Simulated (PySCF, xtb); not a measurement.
BCl3H2O2Si, SMILES OB(O)[Si](Cl)(Cl)Cl. The values are those of a single conformer.

Harmonic wavenumbers (cm⁻¹) from xtb with GFN2-xTB at its own minimum, in rising order: 25, 68, 72, 135, 138, 162, 271, 310, 421, 441, 465, 489, 591, 592, 677, 951, 970, 1219, 1298, 3568, 3625.

Problem. What does PBE-D3(BJ)/def2-SVP (PySCF) give at its own minimum? (The exact figures need the calculation; the answer reports its results.)

Solution. 34, 82, 94, 158, 164, 185, 278, 321, 452, 462, 566, 583, 593, 625, 630, 981, 1013, 1268, 1447, 3655, 3682. Paired by order, the mean absolute difference is 42 cm⁻¹ and the zero-point energies are 23.6 and 24.7 kcal/mol.
